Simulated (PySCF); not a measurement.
C2H12OSi3, SMILES CO[Si@@H]([SiH3])C[SiH3]. Atoms are numbered in the order given.

```xyz
18

C     -1.8169    -2.3892     0.9022
O     -1.7042    -1.0058     0.6625
Si    -0.5060    -0.3068    -0.2774
Si    -1.0330     1.9785    -0.3501
C      1.2055    -0.6093     0.4567
Si     2.6244     0.3318    -0.3588
H     -2.7459    -2.5782     1.4627
H     -0.9719    -2.7757     1.5032
H     -1.8603    -2.9706    -0.0389
H     -0.5314    -0.9109    -1.6495
H     -2.4590     2.1797    -0.7409
H     -0.8033     2.6015     0.9881
H     -0.1629     2.6731    -1.3463
H      1.4296    -1.6899     0.4080
H      1.1775    -0.3321     1.5254
H      2.6437     0.0782    -1.8297
H      2.4525     1.7976    -0.1389
H      3.9391    -0.0846     0.2117
```
Charge 0, spin multiplicity 1.

The structure is a stationary point at B3LYP-D3(BJ)/def2-SVP. The structure was generated by enumeration; whether it is a known compound was not checked. The values are those of a single conformer.

All values below come from SMD-ωB97X/def2-SVP (PySCF).

Solvation free energies are E(SMD) − E(gas) at the gas-phase geometry, for 1 M in both phases. In vacuum the dipole moment is 1.86 D.

```json
[
 {"solvent": "water", "ΔG(solv) (kcal/mol)": "2.0", "its non-electrostatic (CDS) part": "5.8", "dipole (D)": "2.55"},
 {"solvent": "methanol", "ΔG(solv) (kcal/mol)": "-2.9", "its non-electrostatic (CDS) part": "0.7", "dipole (D)": "2.52"},
 {"solvent": "n-hexane", "ΔG(solv) (kcal/mol)": "-1.8", "its non-electrostatic (CDS) part": "-0.9", "dipole (D)": "2.07"}
]
```
